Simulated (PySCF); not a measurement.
# How methods differ on the excitation energy of S⁺

S⁺ [Ne] 3s2 3p3 (4S) → S⁺ [Ne] 3s1 3p3 3d1 (6D), as a difference of total energies. Calculation: PySCF 2.14, in aug-cc-pwCVTZ (8s7p5d3f, 75 functions); the non-relativistic Hamiltonian (point nucleus). Correlated levels: valence: [Ne] frozen. The calculations carry no spin-orbit coupling.

```csv
method,excitation energy (eV)
UHF,18.109
MP2 (valence),19.788
SCS-MP2 (valence),20.268
CCSD (valence),20.042
CCSD(T) (valence),20.132
```

How much does correlation contribute at CCSD(T) (valence)?

20.132 − (18.109) = 2.023 eV, measured against UHF.

The promoted electron is Rydberg-like, and one or two diffuse shells describe it only roughly, which tends to raise the upper state.
